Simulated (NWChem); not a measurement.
CH3F3Sn; SMILES [CH3][Sn]([F])([F])[F]

Program: NWChem. The geometry was optimised at PBE-D3(BJ)/def2-SVP (def2 core potentials past Kr).

What does the run give for B3LYP/STO-3G, non-relativistic? Quantities: highest occupied level (eV); orbital gap (eV); dipole (D).


```
Quantity                     Value
---------------------------  -----
highest occupied level (eV)  -4.11
orbital gap (eV)              7.93
dipole (D)                    1.37
```
